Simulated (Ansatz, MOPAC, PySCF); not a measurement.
Noncovalent pair: CH4 (SMILES C) (first 5 atoms) with C3H8 (SMILES CCC); geometry from B3LYP-D3(BJ)/def2-TZVP, rigid monomers moved along the line of their centres of mass till C1···H12 is 4.40 Å.
(charge 0, multiplicity 1):
```xyz
16

C      0.018     0.159     0.175
H      0.112     0.267    -0.905
H     -0.896    -0.386     0.406
H      0.875    -0.389     0.563
H     -0.022     1.144     0.637
C      0.410    -1.374     5.104
C      0.479     0.145     5.235
C     -0.898     0.802     5.224
H      1.405    -1.823     5.110
H     -0.160    -1.813     5.926
H     -0.081    -1.663     4.172
H      1.083     0.554     4.420
H      1.000     0.408     6.161
H     -0.827     1.887     5.317
H     -1.429     0.580     4.295
H     -1.513     0.436     6.050
```

Monomers are frozen at their geometry in the pair; levels with a basis set take the counterpoise correction. Rows marked so take none.

Cores are frozen in the correlated methods. Rows in 6-311+G**, 6-31G* carry no dispersion term and start afresh at each structure (6-31G* with six Cartesian d functions). MP2/6-31G* freezes PySCF's default core. The state that AM1, PM3, PM7 reach isn't checked; PM7 holds dispersion and hydrogen-bond terms.

Codes used: Ansatz (an electronic-structure program); MOPAC for AM1, PM3, PM7 (differences of heats of formation); PySCF for 6-311+G** rows, 6-31G* rows, the dispersion terms. 

Other levels give for the interaction energy: PBE/def2-TZVPPD -5.4; B3LYP/def2-TZVPPD 4.3; B3LYP-D3(BJ)/def2-TZVPPD -11.6; wB97M-V/def2-TZVPPD -13.1; CCSD(T)/aug-cc-pVDZ -12.6 meV.

What do these common cheap choices give for the same quantity: AM1, PM3, PM7, BP86/6-31G* (no counterpoise), B3LYP/6-31G* (no counterpoise), B3LYP/6-311+G** (no counterpoise), M06-2X/6-31G* (no counterpoise), MP2/6-31G*?

AM1 1.0; PM3 -2.7; PM7 -22.1; BP86/6-31G* (no counterpoise) 5.1; B3LYP/6-31G* (no counterpoise) 0.6; B3LYP/6-311+G** (no counterpoise) 3.8; M06-2X/6-31G* (no counterpoise) -10.6; MP2/6-31G* -6.1 meV. They span -22.1 to 5.1 meV.
